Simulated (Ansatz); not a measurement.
A nudged elastic band was laid between two geometries of a periodic cell of 17 atoms, Zn16O (surface Zn(0001), adsorbate O).

All numbers below come from DFT PBEsol, scalar-relativistic, plane waves, PAW (Ansatz). Settings: cutoff 420 eV, k mesh 4x4x1, gaussian smearing 0.05 eV, no spin polarisation.

```json
{"movable images": "5", "climbing image": "yes", "spring": "5.0 eV/Å²", "optimiser": "quadratic models (default)", "start path": "straight line", "force threshold": "0.05 eV/Å", "iteration limit": "63", "end points": "relaxed", "atoms held": "1 to 4"}
```

Image 0:

```xyz
17
Lattice="5.3200 0.0000 0.0000 2.6600 4.6073 0.0000 0.0000 0.0000 20.4054" Properties=species:S:1:pos:R:3
Zn 0.000 1.536 1.000
Zn 2.660 1.536 1.000
Zn 1.330 3.839 1.000
Zn 3.990 3.839 1.000
Zn 0.000 0.005 3.353
Zn 2.660 0.001 3.406
Zn 1.326 2.302 3.353
Zn 3.994 2.302 3.353
Zn 0.000 1.536 5.535
Zn 2.660 1.549 5.601
Zn 1.341 3.834 5.601
Zn 3.979 3.834 5.601
Zn 0.000 -0.115 8.026
Zn 2.660 0.002 7.715
Zn 1.431 2.363 8.024
Zn 3.889 2.363 8.024
O 5.320 1.537 8.958
```

Image 6:

Only the atoms that move by more than 0.05 Å are listed.
```
Zn6 2.664 -0.002 3.353
Zn8 3.990 2.304 3.406
Zn9 0.011 1.530 5.601
Zn11 1.330 3.840 5.535
Zn13 0.101 0.059 8.024
Zn14 2.559 0.059 8.024
Zn15 1.330 2.188 8.026
Zn16 3.990 2.306 7.715
O17 6.650 3.841 8.958
```

Question: What changes between the two ends?

Answer: Contacts lost: Zn16–O17. Contacts made: Zn14–O17. The atom that moves furthest is O17, by 2.66 Å; four of its nearest neighbours are Zn13 1.90, Zn15 1.90, Zn16 1.90, Zn14 3.31 Å at the first end and Zn15 1.90, Zn13 1.90, Zn14 1.90, Zn16 3.31 Å at the last.

Question: Give the energies along the band, and the barrier.

Answer: It converged. The highest image is number 5 of 0 to 6, 0.61 eV above the ends, which have the same energy within 2 meV. The profile has 2 maxima (images 1, 5) with wells between them (image 3): this band takes more than one step, which may be the mechanism or a detour left from its start path. By the program's own check the climbing image is a first-order saddle point (lowest curvatures found: -4.48 and 0.04 eV/Å²). Limits of this set-up: coarse k mesh, thin slab, slab without dipole correction.

| image | path coordinate (Å) | energy (eV) | Zn16–O17 (Å) | Zn14–O17 (Å) |
| --- | --- | --- | --- | --- |
| 0 | 0.00 | 0.00 | 1.90 | 3.31 |
| 1 | 0.84 | 0.34 | 1.88 | 2.82 |
| 2 | 1.68 | 0.30 | 1.90 | 2.01 |
| 3 | 2.53 | 0.17 | 1.90 | 1.91 |
| 4 | 3.37 | 0.18 | 1.92 | 1.91 |
| 5 | 4.21 | 0.61 | 2.37 | 1.88 |
| 6 | 5.28 | 0.00 | 3.31 | 1.90 |

Question: What is the geometry of the highest image?

Answer: 
```xyz
17
Lattice="5.3200 0.0000 0.0000 2.6600 4.6073 0.0000 0.0000 0.0000 20.4054" Properties=species:S:1:pos:R:3:forces:R:3
Zn 0.000 1.536 1.000 -0.04 -0.02 0.01
Zn 2.660 1.536 1.000 0.04 -0.03 -0.01
Zn 1.330 3.839 1.000 0.00 0.05 0.02
Zn 3.990 3.839 1.000 0.00 0.00 -0.01
Zn 0.013 0.007 3.390 0.00 0.00 0.01
Zn 2.674 -0.007 3.376 0.00 0.00 0.00
Zn 1.334 2.315 3.335 0.00 0.00 0.00
Zn 4.019 2.316 3.412 0.00 0.00 0.00
Zn -0.025 1.544 5.708 0.00 0.00 0.00
Zn 2.597 1.530 5.555 0.00 0.00 0.00
Zn 1.343 3.829 5.579 0.00 0.00 0.00
Zn 3.991 3.799 5.711 0.00 0.00 0.00
Zn 0.138 0.054 8.070 0.01 0.00 0.00
Zn 2.808 0.210 7.758 0.00 0.00 -0.02
Zn 1.734 2.173 8.436 0.00 -0.01 -0.01
Zn 4.324 2.447 8.119 0.00 0.00 0.00
O 6.138 3.636 9.061 -0.01 -0.01 0.03
```

Time of the run: 24 min on 4 threads of Intel(R) Xeon(R) Platinum 8488C (Sapphire Rapids), on a shared host, peak memory 4.6 GiB.
